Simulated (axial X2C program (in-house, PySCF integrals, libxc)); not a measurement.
Worked dissociation energy of ScCl⁺: HF, scalar-relativistic

Computed with an in-house all-electron X2C program for linear molecules (integrals from PySCF). Spin-free means the one-electron spin-free X2C Hamiltonian. Basis: Sc dyall-cv3z [10s11p7d5f2g], Cl dyall-av3z [9s8p3d2f] (cores contracted in-house); Gaussian nuclei, density fitting, unrestricted open shells. Masses: Sc 44.956 u, Cl 34.969 u.

Molecular state: M_S = 1/2, Λ = 2 (beyond evenly filled blocks: δ+α).

| Property | Result |
| --- | --- |
| E(Sc+) (2M_S = 2, M_L = 0) | -763.098778 hartree |
| E(Cl) (2M_S = 1, M_L = 0) | -460.903070 hartree |
| E(ScCl⁺) at Re | -1224.111717 hartree |
| ωe | 461.8 cm⁻¹ |
| ωexe | 1.23 cm⁻¹ |

Q: Work out De and D0.

A: De = -763.098778 + (-460.903070) − (-1224.111717) = 0.10987 hartree = 2.990 eV. The zero-point energy is ωe/2 − ωexe/4 = 231 cm⁻¹ = 0.029 eV, so D0 = 2.961 eV.

The state is one determinant whose occupation by symmetry is held fixed; it was picked as the lowest of a PBE0 search that is not exhaustive. De is counted from the lowest determinant-based energies of the atoms at the same level, without counterpoise correction. PBE0 can misorder states that lie within some tenths of an eV, so this need not be the ground state of the molecule. The nearest other spin-free determinant of the search, M_S = 1/2, Λ = 0, lies 0.11 eV up at the distance of the search.

Hartree–Fock lacks correlation and underbinds, often by eV.

Each atomic determinant is the lowest at this level and need not be a pure term. Totals compare only within one Hamiltonian and basis.
